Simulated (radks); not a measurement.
Spherical quantum dot in the effective-mass picture: electrons in a well V = -V0 / (1 + exp((r - R)/a)) with V0 = 19.9, R = 2.47, a = 0.15, with a point charge +1 (a donor) at the centre, all in effective atomic units (hartree* = m*/eps^2 hartree, bohr* = eps/m* bohr), one dielectric constant everywhere. Method: non-relativistic Kohn-Sham, PBEsol, spin-polarised, spherical densities; computed with a radial shooting solver with Libxc functionals. Levels are named by radial order and angular momentum (1s, 1p, 1d, 2s, ...), and open shells are averaged over m. Results are scaled to m* = 0.092 and eps = 17.6, for which hartree* = 8.082 meV and bohr* = 10.12 nm.

N = 6, configuration 1s2 1p(up 3, down 1). This is the lowest configuration that the search found. Occupied and some empty levels:

level    occupation  eigenvalue (meV)  <r> (nm)
1s up             1           -134.40     12.06
1s down           1           -133.71     11.92
1p up             3           -127.14     14.99
1p down           1           -126.30     14.97
1d up             0           -118.72     16.40
1d down           0           -117.87     16.41
2s up             0           -116.88     12.20
2s down           0           -116.39     12.27
1f up             0           -108.63     17.41
1f down           0           -107.79     17.43

Energy (meV): total -862.801, kinetic 59.806, external -993.30, Hartree 94.083, exchange-correlation -23.388.
